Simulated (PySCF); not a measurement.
# LiSn⁺: energy against distance

Set-up: Li def2-SVP, Sn def2-SVP with ECP28; scalar-relativistic core potentials (PySCF 2.14). Energies in eV from Li⁺ + Sn in their ground configurations at the same level. State: ³Π (triplet), unpaired electrons σ ↑, π ↑.

All columns are B2PLYP. A positive dipole points towards Sn; it is taken about the centre of mass and depends on that origin.

```csv
R (Å),E (eV),μ (D),Mulliken charge on Li (basis-dependent),HOMO (eV),LUMO (eV),Mayer bond order,⟨S²⟩
2.596,-0.645,-8.09,0.70,-10.78,-7.11,0.50,2.00
2.717,-0.731,-8.55,0.70,-10.65,-6.98,0.49,2.00
2.838,-0.777,-9.02,0.70,-10.53,-6.86,0.48,2.00
2.928,-0.794,-9.38,0.71,-10.45,-6.77,0.47,2.00
3.019,-0.799,-9.75,0.71,-10.37,-6.69,0.46,2.00
3.110,-0.795,-10.11,0.71,-10.29,-6.61,0.45,2.00
3.230,-0.780,-10.61,0.72,-10.19,-6.50,0.43,2.00
3.381,-0.749,-11.24,0.73,-10.07,-6.38,0.42,2.00
3.562,-0.701,-12.01,0.74,-9.94,-6.24,0.40,2.00
3.804,-0.626,-13.08,0.76,-9.77,-6.06,0.37,2.00
```

A fit through these points gives, at Re = 3.021 Å, μ = -9.75 D and dμ/dR = -4.03 D/Å; the reduced mass is 6.628 u.

**Question.** How strong is the fundamental in the double-harmonic approximation, I = 42.26·(dμ/dR)²/μred km/mol?

**Answer.** I = 42.26·(-4.03)²/6.628 = 104 km/mol at B2PLYP.

Correlated steps freeze 4 core orbitals. Spin–orbit coupling is left out, which matters for elements this heavy, above all for dissociation energies. For an ion De counts to the pair picked by the measured ionisation energies or electron affinities, which need not be the lowest pair at this level. B2PLYP dipoles, levels and charges come from its SCF part alone. The state was picked by a PBE0 search and need not be the measured ground state.
